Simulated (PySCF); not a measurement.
A species of formula C2H9GeNSi has this rotational fingerprint, computed with PBE0-D3(BJ)/def2-SVP geometry optimisation, gas phase (PySCF):

```
Rotational constants : A = 4030, B = 1796, C = 1401 MHz
Dipole components    : |μa| = 0.68 D, |μb| = 0.64 D, |μc| = 0.42 D
Inertial defect      : -45.92 u·Å²
κ                    : -0.70
```

**Question.** Which structure is it? (One computed conformer of each.)
A. `[CH2:1]=[CH:2][SiH2:3][NH:4][GeH3:5]` with C1–C2–Si3–N4 1°, C2–Si3–N4–Ge5 -91°
B. `C[Si@@H]1N[CH2][GeH2]1`
C. `[CH2:1]=[CH:2][N:3]([SiH3:4])[GeH3:5]` with C1–C2–N3–Si4 180°

**Answer.** B. It is C[Si@@H]1N[CH2][GeH2]1, an asymmetric top, point group C1. The candidates at the same level (rigid rotor, commonest isotopes):

| SMILES | A (MHz) | B (MHz) | C (MHz) | μa (D) | μb (D) | μc (D) | Δ (u·Å²) | point group | rotor |
| --- | --- | --- | --- | --- | --- | --- | --- | --- | --- |
| C=C[SiH2][NH][GeH3] | 4817 | 1110 | 963.5 | 0.17 | 0.64 | 0.72 | -35.81 | C1 | near-prolate asymmetric top |
| C=C[N]([SiH3])[GeH3] | 2807 | 1929 | 1176 | 0.22 | 0.64 | 0.00 | -12.27 | Cs | asymmetric top |
| C[Si@@H]1N[CH2][GeH2]1 | 4030 | 1796 | 1401 | 0.68 | 0.64 | 0.42 | -45.92 | C1 | asymmetric top |

`C=C[N]([SiH3])[GeH3]` has A 30 % too low; `C=C[SiH2][NH][GeH3]` has B 38 % too low. No structure here is proved a minimum.
